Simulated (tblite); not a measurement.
Species: C6H14O2Si.
Cartesian coordinates in Å at the GFN2-xTB level; atoms count from 1:
```xyz
23
C6H14O2Si angstrom
C     -2.9402    1.0969   -0.7931
C     -2.2696    0.5819    0.2239
C     -1.2534   -0.5014    0.1143
C     -1.3314   -1.4559    1.3025
Si     0.4548    0.3492   -0.0398
O      0.6183    1.1265    1.3899
O      0.4560    1.3995   -1.2946
C      1.9046   -0.8277   -0.3948
C      3.2418   -0.0954   -0.4628
H     -3.6403    1.9055   -0.6677
H     -2.8288    0.7151   -1.7958
H     -2.4021    0.9833    1.2193
H     -1.4387   -1.0650   -0.8045
H     -2.3257   -1.8949    1.3765
H     -0.6077   -2.2603    1.1945
H     -1.1167   -0.9233    2.2253
H      1.3781    1.6780    1.5589
H     -0.3375    1.8882   -1.5038
H      1.7438   -1.3444   -1.3397
H      1.9620   -1.5965    0.3762
H      3.2026    0.6849   -1.2177
H      3.4780    0.3656    0.4941
H      4.0473   -0.7827   -0.7160
```

Computed with GFN2-xTB (tblite): harmonic, unscaled wavenumbers at the GFN2-xTB geometry, gas phase. Errors from tens to a few hundred cm⁻¹ against measured bands are possible. One conformer, not necessarily the lowest.

Harmonic wavenumbers (cm⁻¹): 29.1, 35.1, 63.7, 96.4, 140.9, 163.0, 181.9, 198.0, 225.8, 228.7, 234.2, 264.9, 282.3, 306.3, 325.5, 358.0, 482.9, 595.6, 688.9, 723.1, 734.7, 783.6, 831.3, 861.8, 872.1, 900.7, 912.4, 983.8, 988.9, 1019.4, 1025.0, 1035.8, 1077.5, 1112.3, 1172.3, 1222.4, 1247.1, 1277.7, 1303.3, 1311.3, 1411.6, 1413.2, 1421.1, 1482.1, 1506.1, 1507.8, 1511.3, 1512.5, 1699.3, 2941.1, 2985.6, 3004.2, 3007.3, 3014.8, 3024.7, 3032.5, 3042.9, 3047.7, 3064.5, 3088.4, 3116.9, 3635.2, 3656.6.

A = 2102, B = 907.5, C = 788.2 MHz; mass 146.076 u (most abundant isotopes); point group C1, symmetry number 1.

Zero-point energy?

½Σν̃ = 41713 cm⁻¹ = 498.99 kJ/mol.

Give the ideal-gas entropy at 500 K and 1 bar in the rigid-rotor, harmonic-oscillator model (classical rotation).

Translation 181.76, rotation 130.91, vibration 301.40: S = 614.1 J/(mol K).

And Cp and H(500 K) − H(0)?

Cp = 292.46 J/(mol K), of which vibrations give 259.20 (their classical limit is 63 R = 523.8); H(500 K) − H(0) = 89.00 kJ/mol without the zero-point energy, 72.37 from vibrations.

How do the functions run with temperature in this model?

| T (K) | S (J/(mol K)) | Cp (J/(mol K)) | H − H(0) (kJ/mol) | G − H(0) (kJ/mol) | ln q(vib) |
| --- | --- | --- | --- | --- | --- |
| 50 | 263.1 | 68.0 | 2.47 | -10.68 | 1.30 |
| 100 | 322.4 | 106.7 | 6.87 | -25.38 | 3.35 |
| 298.15 | 486.0 | 206.1 | 38.26 | -106.65 | 11.48 |
| 373.15 | 536.1 | 241.1 | 55.04 | -145.00 | 14.30 |
| 750 | 747.4 | 364.8 | 171.83 | -388.74 | 27.11 |
| 1000 | 859.5 | 413.5 | 269.48 | -589.97 | 34.58 |

q(vib) and H(0) count from the zero-point level.

What must be added to the electronic energy to get the Gibbs energy at 500 K and 1 bar?

ZPE + [H(500 K) − H(0)] − T·S = 498.99 + 89.00 − 307.04 = 280.95 kJ/mol.

Blend soft modes into free rotors: weight 1/[1 + (100 cm⁻¹/ν̃)⁴] for the oscillator and the rest for a rotor with moment μB/(μ + B), μ = h/(8π²ν), B = 10⁻⁴⁴ kg m². What vibrational entropy results?

273.43 J/(mol K) in place of 301.40, which changes −T·S at 500 K by +13.98 kJ/mol.

Which modes carry the vibrational entropy at 500 K?

29.1 cm⁻¹: 28.94; 35.1 cm⁻¹: 27.38; 63.7 cm⁻¹: 22.43; 96.4 cm⁻¹: 19.00; 140.9 cm⁻¹: 15.88; 163.0 cm⁻¹: 14.68 J/(mol K); the other 57 give 173.08 together.

Hindered rotation and anharmonicity are outside this model. Other conformers, if any are populated, would add a mixing term that is left out. The structure is chiral; the term R ln 2 for an equal mix with its mirror image is left out.
